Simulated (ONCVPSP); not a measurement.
Plane-wave convergence, ONCV potential for P (Z = 15)

```
Element                 : phosphorus
Generator               : ONCVPSP 4.0.1
Type                    : optimised norm-conserving Vanderbilt (ONCV)
Functional              : PBE
Relativity              : scalar-relativistic
Frozen core             : [Ne]
Valence charge          : 5
Reference configuration : 3s2 3p1 (charge +2)
Partial waves           : 3s: rc 1.65 bohr, ncon 4, nbas 7, qcut 3.4 1/bohr, 3 projectors, debl 1 Ha; 3p: rc 1.20 bohr, ncon 5, nbas 9, qcut 7.2 1/bohr, 1 projector
Local potential         : polynomial inside 1.20 bohr (lpopt 5, dvloc0 1 Ha)
Core correction         : polynomial model core, fcfact 0.45
```

In the s channel the program set the typed energies aside and used -1.248, 0.250, 1.250 Ha.

Task: For each optimised wave give the share of its norm inside rc, the residual kinetic energy above qcut (Ha) and the cutoffs (Ha) for errors of 10, 1, 0.1 and 0.01 mHa per electron.

Result:

```csv
wave,norm inside rc,residual KE,10 mHa,1 mHa,0.1 mHa,0.01 mHa
3s,0.488,1.6e-02,6.8,34.1,43.6,53.9
s projector 2,0.067,1.0e-02,5.8,14.8,35.1,60.8
s projector 3,0.072,3.6e-02,7.6,19.7,56.2,73.2
3p,0.130,1.1e-02,26.5,154.7,183.7,202.7
```

The occupied waves need 155 Ha and 184 Ha for 1 and 0.1 mHa.
